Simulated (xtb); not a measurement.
cyclopentadiene (C$_{5}$H$_{6}$), singlet, from a rough starting geometry; GFN2-xTB (xtb 6.7.1).

xtb was given this input:
```
$ xtb mol.xyz --gfn 2 --opt vtight --json

# file mol.xyz
11

C     -1.00206285     0.81409112    -0.15011475
C      0.16523874     1.16487239    -0.17395127
C      1.09166310    -0.06598834     0.06823929
C      0.15244162    -1.18052343     0.19456719
C     -1.16946015    -0.73013145    -0.00480414
H     -1.90968892     1.33177723    -0.34763666
H      0.59087965     2.18431616    -0.27053825
H      1.71610115     0.06483073     1.05167248
H      1.80630502    -0.16987545    -0.71414672
H      0.47876629    -2.23647839     0.35890412
H     -2.00338368    -1.25131345     0.02570486
```

It wrote (shortened):

```
   ID    Z sym.   atoms
    1    6 C      1-5
    2    1 H      6-11

           -------------------------------------------------
          |                Calculation Setup                |
           -------------------------------------------------

           -------------------------------------------------
          |                 G F N 2 - x T B                 |
           -------------------------------------------------

          ...................................................
          :                      SETUP                      :
          :.................................................:
          :  # basis functions                  26          :
          :  # atomic orbitals                  26          :
          :  # shells                           16          :
          :  # electrons                        26          :
          :  max. iterations                   250          :
          :  Hamiltonian                  GFN2-xTB          :
          :  restarted?                      false          :
          :  GBSA solvation                  false          :
          :  PC potential                    false          :
          :  electronic temp.          300.0000000     K    :
          :  accuracy                    1.0000000          :
          :  -> integral cutoff          0.2500000E+02      :
          :  -> integral neglect         0.1000000E-07      :
          :  -> SCF convergence          0.1000000E-05 Eh   :
          :  -> wf. convergence          0.1000000E-03 e    :
          :  Broyden damping             0.4000000          :
          :  net charge                          0          :
          :  unpaired electrons                  0          :
          ...................................................

 iter      E             dE          RMSdq      gap      omega  full diag
   1    -13.9401941 -0.139402E+02  0.435E+00    4.02       0.0  T
   2    -13.9546963 -0.145022E-01  0.259E+00    4.04       1.0  T
   3    -13.9400020  0.146943E-01  0.148E+00    4.10       1.0  T
   4    -13.9555360 -0.155341E-01  0.491E-01    4.02       1.0  T
   5    -13.9572131 -0.167709E-02  0.937E-02    4.02       1.0  T
   6    -13.9572609 -0.478412E-04  0.411E-02    4.02       1.0  T
   7    -13.9572629 -0.193713E-05  0.184E-02    4.02       1.6  T
   8    -13.9572634 -0.482796E-06  0.176E-03    4.02      17.1  T
   9    -13.9572634  0.521652E-09  0.836E-04    4.02      36.1  T
  10    -13.9572634 -0.351805E-08  0.180E-04    4.02     167.3  T

   *** convergence criteria satisfied after 10 iterations ***

         :::::::::::::::::::::::::::::::::::::::::::::::::::::
         ::                     SUMMARY                     ::
         :::::::::::::::::::::::::::::::::::::::::::::::::::::
         :: total energy             -13.670758644955 Eh    ::
         :: gradient norm              0.341389253398 Eh/a0 ::
         :: HOMO-LUMO gap              4.019917942321 eV    ::
         ::.................................................::
         :: SCC energy               -13.957259860900 Eh    ::
         :: -> isotropic ES            0.001840457477 Eh    ::
         :: -> anisotropic ES          0.003070499189 Eh    ::
         :: -> anisotropic XC          0.011240756768 Eh    ::
         :: -> dispersion             -0.006103405402 Eh    ::
         :: repulsion energy           0.286501215945 Eh    ::
         :: add. restraining           0.000000000000 Eh    ::
         :: total charge              -0.000000000000 e     ::
         :::::::::::::::::::::::::::::::::::::::::::::::::::::

      -----------------------------------------------------------
     |                   =====================                   |
     |                        A N C O P T                        |
     |                   =====================                   |
     |               Approximate Normal Coordinate               |
     |                Rational Function Optimizer                |
      -----------------------------------------------------------
      -----------------------------------------------------------
     |                   =====================                   |
     |                        A N C O P T                        |
     |                   =====================                   |
     |               Approximate Normal Coordinate               |
     |                Rational Function Optimizer                |
      -----------------------------------------------------------

          ...................................................
          :                      SETUP                      :
          :.................................................:
          :   optimization level         verytight          :
          :   max. optcycles                   220          :
          :   ANC micro-cycles                  20          :
          :   degrees of freedom                27          :
          :.................................................:
          :   RF solver                   davidson          :
          :   write xtbopt.log                true          :
          :   linear?                        false          :
          :   energy convergence         0.1000000E-06 Eh   :
          :   grad. convergence          0.2000000E-03 Eh/α :
          :   maxmium RF displ.          1.0000000          :
          :   Hlow (freq-cutoff)         0.1000000E-01      :
          :   Hmax (freq-cutoff)         5.0000000          :
          :   S6 in model hess.         20.0000000          :
          ...................................................

generating ANC from exact Hessian ...
Using Lindh-Hessian (1995)
 Shifting diagonal of input Hessian by    0.0000000000000000
 Lowest  eigenvalues of input Hessian
    0.000000    0.000000    0.000000    0.000000    0.000000    0.000000
    0.011858    0.015755    0.025663    0.035062    0.055714    0.063821
[...]
 * total energy  :   -13.6707586 Eh     change       -0.5618617E-10 Eh
 * total energy  :   -13.7099167 Eh     change       -0.3915807E-01 Eh
 * total energy  :   -13.7140233 Eh     change       -0.4106573E-02 Eh
 * total energy  :   -13.7142257 Eh     change       -0.2024283E-03 Eh
 * total energy  :   -13.7143493 Eh     change       -0.1236070E-03 Eh
 * total energy  :   -13.7143707 Eh     change       -0.2133048E-04 Eh
 * total energy  :   -13.7143753 Eh     change       -0.4617855E-05 Eh
 * total energy  :   -13.7143780 Eh     change       -0.2723983E-05 Eh
 * total energy  :   -13.7143782 Eh     change       -0.2532227E-06 Eh
 * total energy  :   -13.7143784 Eh     change       -0.1231598E-06 Eh
 * total energy  :   -13.7143784 Eh     change       -0.1396453E-08 Eh
   *** GEOMETRY OPTIMIZATION CONVERGED AFTER 11 ITERATIONS ***
         :: total energy             -13.714378374451 Eh    ::
[...]
         :: HOMO-LUMO gap              3.801275610928 eV    ::
         ::.................................................::
         :: SCC energy               -13.973257157470 Eh    ::
         :: -> isotropic ES            0.002041396019 Eh    ::
         :: -> anisotropic ES          0.002945304472 Eh    ::
         :: -> anisotropic XC          0.010822024594 Eh    ::
         :: -> dispersion             -0.006122446211 Eh    ::
         :: repulsion energy           0.258878783019 Eh    ::
         :: add. restraining           0.000000000000 Eh    ::
         :: total charge               0.000000000000 e     ::
         :::::::::::::::::::::::::::::::::::::::::::::::::::::

           -------------------------------------------------
          |                Property Printout                |
           -------------------------------------------------

    * Orbital Energies and Occupations

         #    Occupation            Energy/Eh            Energy/eV
      -------------------------------------------------------------
         1        2.0000           -0.6399767             -17.4147
         2        2.0000           -0.5968431             -16.2409
         3        2.0000           -0.5940811             -16.1658
         4        2.0000           -0.5438744             -14.7996
         5        2.0000           -0.5349576             -14.5569
         6        2.0000           -0.5211867             -14.1822
         7        2.0000           -0.5010874             -13.6353
         8        2.0000           -0.4525906             -12.3156
         9        2.0000           -0.4482573             -12.1977
        10        2.0000           -0.4417997             -12.0220
        11        2.0000           -0.4362268             -11.8703
        12        2.0000           -0.4232236             -11.5165
        13        2.0000           -0.3716924             -10.1143 (HOMO)
        14                         -0.2319981              -6.3130 (LUMO)
        15                         -0.1399094              -3.8071
        16                          0.1157081               3.1486
        17                          0.1199519               3.2641
        18                          0.1362102               3.7065
        19                          0.1578551               4.2955
        20                          0.2047783               5.5723
        21                          0.2273999               6.1879
        22                          0.2597017               7.0668
        23                          0.3239078               8.8140
        24                          0.4274943              11.6327
       ...                                ...                  ...
        26                          0.7145482              19.4438
      -------------------------------------------------------------
                  HL-Gap            0.1396943 Eh            3.8013 eV
             Fermi-level           -0.3018453 Eh           -8.2136 eV

     #   Z          covCN         q      C6AA      α(0)
     1   6 C        3.005    -0.039    28.959     8.828
     2   6 C        2.995    -0.044    29.083     8.846
     3   6 C        3.898    -0.062    21.636     6.612
     4   6 C        2.995    -0.044    29.083     8.846
     5   6 C        3.005    -0.039    28.959     8.828
     6   1 H        0.926     0.025     2.657     2.549
     7   1 H        0.926     0.026     2.650     2.546
     8   1 H        0.924     0.064     2.156     2.296
     9   1 H        0.924     0.064     2.156     2.296
    10   1 H        0.926     0.026     2.650     2.546
    11   1 H        0.926     0.025     2.657     2.549

 Mol. C6AA /au·bohr⁶  :       1268.865130
 Mol. C8AA /au·bohr⁸  :      30141.461524
 Mol. α(0) /au        :         56.741091

Wiberg/Mayer (AO) data.
largest (>0.10) Wiberg bond orders for each atom

 ---------------------------------------------------------------------------
     #   Z sym  total        # sym  WBO       # sym  WBO       # sym  WBO
 ---------------------------------------------------------------------------
     1   6 C    3.990 --     2 C    1.805     5 C    1.141     6 H    0.973
     2   6 C    3.988 --     1 C    1.805     3 C    1.041     7 H    0.973
                             4 C    0.127
     3   6 C    3.999 --     2 C    1.041     4 C    1.041     8 H    0.932
                             9 H    0.932
     4   6 C    3.988 --     5 C    1.805     3 C    1.041    10 H    0.973
                             2 C    0.127
     5   6 C    3.990 --     4 C    1.805     1 C    1.141    11 H    0.973
     6   1 H    0.999 --     1 C    0.973
     7   1 H    0.999 --     2 C    0.973
     8   1 H    0.996 --     3 C    0.932
     9   1 H    0.996 --     3 C    0.932
    10   1 H    0.999 --     4 C    0.973
    11   1 H    0.999 --     5 C    0.973
 ---------------------------------------------------------------------------

Topologies differ in total number of bonds
Writing topology from bond orders to xtbtopo.mol

molecular dipole:
                 x           y           z       tot (Debye)
 q only:        0.286      -0.007       0.023
   full:        0.334      -0.008       0.027       0.853
molecular quadrupole (traceless):
                xx          xy          yy          xz          yz          zz
 q only:        1.057      -0.036      -0.346       0.146      -0.058      -0.711
  q+dip:        2.890      -0.037       0.125       0.475      -0.469      -3.015
   full:        1.782      -0.042      -0.260       0.269      -0.191      -1.522

optimized geometry written to: xtbopt.xyz

           -------------------------------------------------
          | TOTAL ENERGY              -13.714378374451 Eh   |
          | GRADIENT NORM               0.000027081241 Eh/α |
          | HOMO-LUMO GAP               3.801275610928 eV   |
           -------------------------------------------------
```
